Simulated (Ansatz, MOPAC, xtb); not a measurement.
Spectroscopic constants of BeF, multiplicity 2 (lowest of 2S+1 = 2, 4 at CCSD(T)/def2-TZVPP on PBE0 minima; our sources give no spin for the ground state, which may be another).

The constants come from a fifth-degree fit in 1/R (seven points, main isotopes). Runs in def2 and cc sets follow the lowest solution found near the PBE0 minimum.

Correlated levels freeze the inner cores; with def2 sets outer-core shells near the valence are correlated too. CBS(a, b) extrapolates the correlation energy as X⁻³ and adds the Hartree–Fock energy of set b. The state that AM1, PM3, PM7 reach isn't checked; PM7 holds dispersion and hydrogen-bond terms.

Run with Ansatz (Gaussian orbitals); MOPAC for AM1, PM3, PM7 (differences of heats of formation); xtb for the GFN methods. Each number belongs to the level named beside it. The GFN methods have no spin term and hold the electronic entropy of 300 K.

D_e counts from each atom's lowest state at the same level, without counterpoise or zero-point energy.

```json
[
 {"level": "AM1", "r_e (Å)": "1.349", "ω_e (cm⁻¹)": "1125", "ω_e x_e (cm⁻¹)": "4.0", "D_e (eV)": "-", "dipole (D)": "-"},
 {"level": "PM3", "r_e (Å)": "1.373", "ω_e (cm⁻¹)": "1380", "ω_e x_e (cm⁻¹)": "7.6", "D_e (eV)": "-", "dipole (D)": "-"},
 {"level": "PM7", "r_e (Å)": "1.339", "ω_e (cm⁻¹)": "1408", "ω_e x_e (cm⁻¹)": "8.8", "D_e (eV)": "-", "dipole (D)": "-"},
 {"level": "GFN2-xTB", "r_e (Å)": "1.397", "ω_e (cm⁻¹)": "1119", "ω_e x_e (cm⁻¹)": "13", "D_e (eV)": "-", "dipole (D)": "-"},
 {"level": "PBE/def2-TZVPP", "r_e (Å)": "1.382", "ω_e (cm⁻¹)": "[?]", "ω_e x_e (cm⁻¹)": "9.2", "D_e (eV)": "6.19", "dipole (D)": "1.11"},
 {"level": "B2PLYP/def2-TZVPP", "r_e (Å)": "1.374", "ω_e (cm⁻¹)": "1227", "ω_e x_e (cm⁻¹)": "9.4", "D_e (eV)": "5.93", "dipole (D)": "-"},
 {"level": "CCSD/aug-cc-pVQZ", "r_e (Å)": "1.365", "ω_e (cm⁻¹)": "1268", "ω_e x_e (cm⁻¹)": "9.2", "D_e (eV)": "5.73", "dipole (D)": "-"},
 {"level": "CCSD(T)/CBS(aug-cc-pVTZ, aug-cc-pVQZ)", "r_e (Å)": "[?]", "ω_e (cm⁻¹)": "[?]", "ω_e x_e (cm⁻¹)": "9.4", "D_e (eV)": "-", "dipole (D)": "-"}
]
```

Problem. Complete the blanks.

Solution. 
- CCSD(T)/CBS(aug-cc-pVTZ, aug-cc-pVQZ), r_e (Å): 1.367
- CCSD(T)/CBS(aug-cc-pVTZ, aug-cc-pVQZ), ω_e (cm⁻¹): 1259
- PBE/def2-TZVPP, ω_e (cm⁻¹): 1196

Ansatz is a first-principles code.
